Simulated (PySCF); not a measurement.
Vertical excitations of a molecule C2H10O2Si2 from TDA-PBE/def2-SVPD (PySCF), as energy in eV (oscillator strength): 6.14 (0.013), 6.51 (0.002), 6.69 (0.004), 6.70 (0.001), 6.88 (0.003), 7.11 (0.038). Lowest triplet (TDA): 6.03 eV. The structure is a stationary point at B3LYP-D3(BJ)/def2-SVP. Other conformers were not sampled.

Q: Identify the compound among the candidates.
A. C[C@@H]([SiH3])[SiH](O)O
B. C[Si](C)(O)O[SiH3]
C. CO[Si@@H](O)C[SiH3]
D. COC[SiH2]O[SiH3]

A: C, CO[Si@@H](O)C[SiH3]
